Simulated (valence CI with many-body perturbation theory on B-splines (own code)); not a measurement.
# Level structure of Ar13+

Method: valence CI with perturbative core correlation (CI+MBPT): three valence electrons over a frozen Dirac-Fock core [He], a basis of 9 s, 9 p, 8 d, 6 f, 3 g, 1 h functions for each j, with the one-electron correlation potential Σ1 (screened to all orders), the two-electron term Σ2, the three-electron term Σ3, Breit, model QED; selected single and double excitations, second order for the rest, scaled by the run's own slope (own B-spline code, finite nucleus).

No measured spectrum was set against this ion. As an estimate, levels of excited configurations hold to 0.05 to 0.15 % of their energy, terms of the ground configuration to about 0.5 %.

Levels 1 to 45 of 53, with energies above the lowest level, 2s2 2p 2P°_1/2. "Leading %" is the weight of the configuration and term that name the level; weights of strongly mixed levels are sums over their largest components and can fall short, so below about 35 % the name and the second component can differ from the true leading terms, or belong to a minority configuration. In the jj column 3d3/2^4 stands for four electrons in 3d with j = 3/2. Lifetimes count E1, E2, E3, M1 and M2 decay at the calculated energies, and are blank where another channel may lead or the interval is too uncertain; long ones can be off by a factor of two.

| No. | Configuration | Term | J | E (eV) | Leading % | Second component | Lifetime | Leading jj |
| --- | --- | --- | --- | --- | --- | --- | --- | --- |
| 1 | 2s2 2p | 2P° | 1/2 | 0.00 | 97 |  |  | 2s^2 2p1/2 (97 %) |
| 2 | 2s2 2p | 2P° | 3/2 | 2.81 | 97 |  | 9.52 ms | 2s^2 2p3/2 (97 %) |
| 3 | 2s 2p2 | 4P | 1/2 | 28.42 | 100 |  | 222 ns | 2s 2p1/2^2 (50 %) |
| 4 | 2s 2p2 | 4P | 3/2 | 29.48 | 100 |  | 1.68 μs | 2s 2p1/2 2p3/2 (91 %) |
| 5 | 2s 2p2 | 4P | 5/2 | 30.91 | 100 |  | 421 ns | 2s 2p3/2^2 (60 %) |
| 6 | 2s 2p2 | 2D | 3/2 | 50.87 | 99 |  | 273 ps | 2s 2p1/2 2p3/2 (72 %) |
| 7 | 2s 2p2 | 2D | 5/2 | 50.99 | 99 |  | 328 ps | 2s 2p1/2 2p3/2 (60 %) |
| 8 | 2s 2p2 | 2S | 1/2 | 63.82 | 80 | 20 % 2s 2p2 2P | 64.9 ps | 2s 2p1/2^2 (47 %) |
| 9 | 2s 2p2 | 2P | 1/2 | 67.63 | 80 | 20 % 2s 2p2 2S | 44.2 ps | 2s 2p1/2 2p3/2 (52 %) |
| 10 | 2s 2p2 | 2P | 3/2 | 68.81 | 99 |  | 39.6 ps | 2s 2p3/2^2 (62 %) |
| 11 | 2p3 | 4S° | 3/2 | 89.01 | 99 |  | 43.4 ps | 2p1/2 2p3/2^2 (54 %) |
| 12 | 2p3 | 2D° | 3/2 | 100.56 | 97 |  | 115 ps | 2p1/2 2p3/2^2 (46 %) |
| 13 | 2p3 | 2D° | 5/2 | 100.80 | 100 |  | 114 ps | 2p1/2 2p3/2^2 (100 %) |
| 14 | 2p3 | 2P° | 1/2 | 112.69 | 97 |  | 49.6 ps | 2p1/2 2p3/2^2 (97 %) |
| 15 | 2p3 | 2P° | 3/2 | 113.23 | 94 |  | 50.5 ps | 2p3/2^3 (65 %) |
| 16 | 2s2 3s | 2S | 1/2 | 423.62 | 94 | 4 % 2p2 3s 2S | 1.89 ps | 2s^2 3s (94 %) |
| 17 | 2s2 3p | 2P° | 1/2 | 437.61 | 91 | 4 % 2p2 3p 2P° | 21.2 ps | 2s^2 3p1/2 (91 %) |
| 18 | 2s2 3p | 2P° | 3/2 | 438.38 | 91 | 4 % 2p2 3p 2P° | 21.0 ps | 2s^2 3p3/2 (91 %) |
| 19 | 2s2 3d | 2D | 3/2 | 451.39 | 94 | 5 % 2p2 3d 2D | 292 fs | 2s^2 3d3/2 (94 %) |
| 20 | 2s2 3d | 2D | 5/2 | 451.61 | 94 | 5 % 2p2 3d 2D | 296 fs | 2s^2 3d5/2 (94 %) |
| 21 | 2s 2p 3s | 4P° | 1/2 | 452.37 | 98 |  | 1.63 ps | 2s 2p1/2 3s (90 %) |
| 22 | 2s 2p 3s | 4P° | 3/2 | 453.24 | 97 |  | 1.60 ps | 2s 2p1/2 3s (63 %) |
| 23 | 2s 2p 3s | 4P° | 5/2 | 455.01 | 98 |  | 1.57 ps | 2s 2p3/2 3s (98 %) |
| 24 | 2s 2p 3s | 2P° | 1/2 | 459.33 | 95 |  | 2.15 ps | 2s 2p1/2 3s (74 %) |
| 25 | 2s 2p 3s | 2P° | 3/2 | 461.25 | 94 |  | 1.95 ps | 2s 2p3/2 3s (87 %) |
| 26 | 2s 2p 3p | 4D | 1/2 | 464.83 | 68 | 30 % 2s 2p 3p 2P | 2.34 ps | 2s 2p1/2 3p1/2 (93 %) |
| 27 | 2s 2p 3p | 4D | 3/2 | 465.60 | 73 | 24 % 2s 2p 3p 2P | 2.99 ps | 2s 2p1/2 3p1/2 (62 %) |
| 28 | 2s 2p 3p | 2P | 1/2 | 466.57 | 64 | 31 % 2s 2p 3p 4D | 1.02 ps | 2s 2p1/2 3p3/2 (46 %) |
| 29 | 2s 2p 3p | 2P | 3/2 | 466.86 | 61 | 25 % 2s 2p 3p 4D | 1.11 ps | 2s 2p1/2 3p3/2 (46 %) |
| 30 | 2s 2p 3p | 4D | 5/2 | 466.95 | 98 |  | 670 ps | 2s 2p1/2 3p3/2 (48 %) |
| 31 | 2s 2p 3p | 4D | 7/2 | 468.52 | 99 |  | 1.14 ns | 2s 2p3/2 3p3/2 (99 %) |
| 32 | 2s 2p 3p | 4S | 3/2 | 469.63 | 81 | 10 % 2s 2p 3p 4P | 7.64 ps | 2s 2p3/2 3p3/2 (52 %) |
| 33 | 2s 2p 3p | 4P | 1/2 | 470.76 | 97 |  | 48.2 ps | 2s 2p1/2 3p1/2 (54 %) |
| 34 | 2s 2p 3p | 4P | 3/2 | 471.80 | 85 | 11 % 2s 2p 3p 4S | 21.4 ps | 2s 2p3/2 3p1/2 (73 %) |
| 35 | 2s 2p 3p | 4P | 5/2 | 472.42 | 92 | 6 % 2s 2p 3p 2D | 10.6 ps | 2s 2p3/2 3p3/2 (44 %) |
| 36 | 2s 2p 3p | 2D | 3/2 | 472.76 | 93 |  | 646 fs | 2s 2p1/2 3p3/2 (52 %) |
| 37 | 2s 2p 3p | 2D | 5/2 | 474.54 | 92 | 6 % 2s 2p 3p 4P | 665 fs | 2s 2p3/2 3p3/2 (67 %) |
| 38 | 2s 2p 3d | 4F° | 3/2 | 476.84 | 96 |  | 9.65 ps | 2s 2p1/2 3d3/2 (86 %) |
| 39 | 2s 2p 3d | 4F° | 5/2 | 477.37 | 96 |  | 5.31 ps | 2s 2p1/2 3d3/2 (41 %) |
| 40 | 2s 2p 3p | 2S | 1/2 | 478.07 | 97 |  | 589 fs | 2s 2p3/2 3p3/2 (64 %) |
| 41 | 2s 2p 3d | 4F° | 7/2 | 478.18 | 95 | 4 % 2s 2p 3d 4D° | 4.04 ps | 2s 2p1/2 3d5/2 (49 %) |
| 42 | 2s 2p 3d | 4F° | 9/2 | 479.47 | 100 |  | 3.92 ns | 2s 2p3/2 3d5/2 (100 %) |
| 43 | 2s 2p 3d | 4D° | 5/2 | 480.74 | 43 | 32 % 2s 2p 3d 4P° | 275 fs | 2s 2p1/2 3d5/2 (76 %) |
| 44 | 2s 2p 3d | 4D° | 3/2 | 480.83 | 73 | 13 % 2s 2p 3d 4P° | 222 fs | 2s 2p1/2 3d5/2 (40 %) |
| 45 | 2s 2p 3d | 4D° | 1/2 | 480.83 | 79 | 14 % 2s 2p 3s 2P° | 218 fs | 2s 2p1/2 3d3/2 (52 %) |

Names give the largest LS component (configuration and term), which can be under half, so a name can repeat, a term be missing and a line seem to break the LS rules; names also repeat where a configuration has a term twice.

The ionisation energy to 2s2 1S_0 of the next ion comes out as 755.12 eV (NIST: 755.13 ± 0.22 eV (semi-empirical)). All 53 levels together are meant to be complete up to 487.27 eV.
